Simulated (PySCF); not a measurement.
A structure optimised at PBE-D3(BJ)/def2-SVP, used in a PySCF frequency run:

```
Si
F 1 1.6530
N 1 1.7243 2 115.19
H 3 1.0217 1 120.44 2 80.09
H 3 1.0226 4 111.27 1 146.51
N 1 1.7310 2 103.12 3 -115.24
H 6 1.0214 1 119.70 2 177.72
H 6 1.0218 7 111.25 1 -145.81
C 1 1.8757 2 105.08 6 -125.79
H 9 1.1086 1 111.42 2 175.04
H 9 1.1087 10 108.09 1 121.62
H 9 1.1099 10 108.00 11 115.81
```

### Question
Write its SMILES and formula.

### Answer
C[Si](N)(N)F, CH7FN2Si

### Question
What are its rotational constants (standard atomic weights)?

### Answer
3.6994, 3.5186, 3.1775 GHz
